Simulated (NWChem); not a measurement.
Species: pyrimidine (C₄H₄N₂); SMILES c1cncnc1

Q: Give the equilibrium geometry at PBE-D3(BJ)/def2-SVP (NWChem) as a list of bonds and angles, with the point group.

A: point group C2v; any orientation.
Bonds (Å): C1–C2 1.403, C1–C6 1.403, C1–H7 1.100, C2–N3 1.343, C2–H8 1.105, N3–C4 1.343, C4–N5 1.343, C4–H9 1.106, N5–C6 1.343, C6–H10 1.105. Angles (°): C2–C1–C6 116.4, C2–C1–H7 121.8, C6–C1–H7 121.8, C1–C2–N3 122.3, C1–C2–H8 120.9, N3–C2–H8 116.8, C2–N3–C4 115.9, N3–C4–N5 127.3, N3–C4–H9 116.4, N5–C4–H9 116.4, C4–N5–C6 115.9, C1–C6–N5 122.3, C1–C6–H10 120.9, N5–C6–H10 116.8.
